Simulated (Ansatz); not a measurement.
`[NH2][Ga]([OH])[OH]` + `CB(O)F` → `[CH3][Ga]([NH2])[OH]` + `OB(O)F`  (redistribution)

Program: Ansatz. Geometries: PBE0-D4/def2-TZVP. ΔE: electronic, gas phase. CCSD(T)/CBS adds triple-zeta CCSD(T) − MP2 to the extrapolated MP2 energy (def2 sets, frozen cores). DFT in def2-TZVPP. For Ga outer-core shells are correlated without core-valence functions, which leaves a few kJ/mol of doubt a bond. Scalar relativity is left out up to krypton. One conformer a species, not always the lowest.

```json
{"level": "LDA (SPW92)", "ΔE (kJ/mol)": "-62.8"}
{"level": "r2SCAN-D4", "ΔE (kJ/mol)": "-56.5"}
{"level": "CCSD/def2-SVP", "ΔE (kJ/mol)": "-59.6"}
{"level": "SCS-MP2/def2-TZVPP", "ΔE (kJ/mol)": "-52.1"}
```

Question: What does CCSD(T)/CBS give? (Best estimate.)

Answer: Ansatz gave: -57.5 kJ/mol. The listed levels differ from it by -5.3, 1.0, -2.1, 5.4 kJ/mol.

Largest T1 diagnostic among the species: 0.013.

From BLYP to BHLYP (50 % exact exchange), in def2-TZVPP and without D4, ΔE moves by −4.8 kJ/mol. Leaving LDA and LC-ωPBE aside and taking each functional with its dispersion term where it has one, the values, not all of them listed here, spread over 6.6 kJ/mol, from r2SCAN0-D4 to ωB97X-V. LDA lies −8.0 kJ/mol from PBE without D4.
